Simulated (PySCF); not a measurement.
# Relaxation of doublet CeH₃

Level of theory: PySCF, UBP86, basis Ce def2-TZVP with ECP28, H def2-TZVP (scalar-relativistic core potentials, no spin–orbit coupling, density fitting). A (50,194) grid was used.

A hand-made trigonal planar start, of D3h symmetry, held to at least that symmetry:

```xyz
4
charge 0 multiplicity 2, angstrom
Ce    0.0000    0.0000    0.0000
H     1.9500    0.0000    0.0000
H    -0.9750    1.6887    0.0000
H    -0.9750   -1.6887    0.0000
```

Question: What does it relax to?

Answer: It ends at D3h with Ce–H 2.079 Å (×3); H–Ce–H 120.0° (×3). A frequency run shows 1 imaginary mode, down to 215i cm⁻¹, so it is a saddle point.

Question: How much energy is released, and in how many steps?

Answer: 18.9 kJ/mol in 4 steps.

Open d and f shells are described by one determinant, and the ground state may have another occupation or spin. The pruned grid is coarse for the open f shell: energies are uncertain by about 2 kJ/mol and soft modes are noisy. With an element this heavy the missing spin–orbit coupling can shift these numbers.

The relaxation took of the order of 40 core-seconds on a shared host.
